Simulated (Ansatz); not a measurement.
# A cut through the energy surface

ZnBrCl (SMILES [Cl][Zn][Br]), closed shell, at its PBE0-D4/def2-TZVP minimum:

Cl1  (-1.744, 0.855, -0.869)
Zn2  (-0.040, -0.003, -0.022)
Br3  (1.773, -0.917, 0.878)
(Å)

The bond length Cl1–Zn2 (2.087 Å at the minimum) is set to the values below, the two halves moving rigidly along the bond. Each method's energies count from its own value at the PBE0-D4 minimum structure. Program: Ansatz 0.2.0. Basis: def2-TZVPP. Cores are frozen in the correlated methods. Filled d shells of the heavier atoms are correlated. The def2 sets are not built for correlating such inner shells, so the correlated values are less sure here. B3LYP uses VWN-RPA correlation.

```csv
bond length (Å),CCSD(T) (kJ/mol),wB97M-V (kJ/mol),PBE0-D4 (kJ/mol),r2SCAN-D4 (kJ/mol)
1.879,49.8,48.0,46.3,42.6
1.921,30.2,28.7,27.5,24.8
1.982,11.6,10.6,10.0,8.4
2.054,1.3,1.0,0.9,0.4
2.133,1.0,1.4,1.6,2.1
2.219,9.8,11.0,11.3,12.7
2.309,26.1,28.1,28.2,30.3
2.405,48.5,51.4,51.1,53.7
2.505,75.1,78.9,77.9,80.9
```

Minimum and curvature along this coordinate at CCSD(T): A fifth-order fit through the nearest points gives 2.095 Å, with a curvature of about 16 eV/Å².

Task: Treat the two halves as rigid bodies and work out the harmonic wavenumber of this stretch from that curvature (ν̃ = 521.5 √(k/μ) cm⁻¹ with k in eV/Å² and μ in u).

Result: The halves weigh 35.45 and 145.29 u, so μ = 35.45 × 145.29/180.74 = 28.497 u and ν̃ = 521.5 √(16/28.497) ≈ 390 cm⁻¹. A true normal mode mixes in other motions, so this is a guide only.

Largest difference from the CCSD(T) curve over the scan: PBE-D4 4.1; B3LYP-D4 5.3; HF 15.7; MP2 9.9 kJ/mol. Each curve counts from its own value at the minimum.

T1 diagnostic: at most 0.013. This choice of frozen cores biases the correlated bond energies of the heavy atoms.

For scale, one of the runs: CCSD(T)/def2-TZVPP, 154 basis functions (an equivalent command: `ansatz run in.yaml --threads 4`). The run took 22 s on 4 CPU threads (shared host), with 0.87 GiB of host memory at its peak.
